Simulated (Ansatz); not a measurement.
Results of the Gaussian-basis code of Ansatz.

A structure relaxed at PBE0-D4/def2-TZVP, charge 0, multiplicity 1:

Cartesian coordinates in Å:
```
B 1.036 -2.285 -1.072
O 1.005 -0.955 -0.797
C 0.069 -0.293 -0.096
F -0.912 -1.068 0.360
C 0.111 1.010 0.124
C -0.908 1.772 0.894
H 0.180 -3.020 -0.689
H 1.977 -2.638 -1.715
H 0.962 1.528 -0.300
H -1.364 2.551 0.276
H -1.702 1.124 1.261
H -0.453 2.274 1.754
```

**Question.** Give its formula and SMILES.

**Answer.** C3H6BFO, `BO/C(F)=C/C`.

**Question.** Point group (tolerance 0.08 Å, 0.16 Å for H)?

**Answer.** Cs.

**Question.** Summarise the bond lengths by kind.

**Answer.** 1 × B–O 1.358 Å; 2 × B–H 1.192 to 1.193 Å; 1 × C–O 1.343 Å; 1 × C–F 1.331 Å; 2 × C–C 1.322 to 1.487 Å; 4 × C–H 1.083 to 1.094 Å.
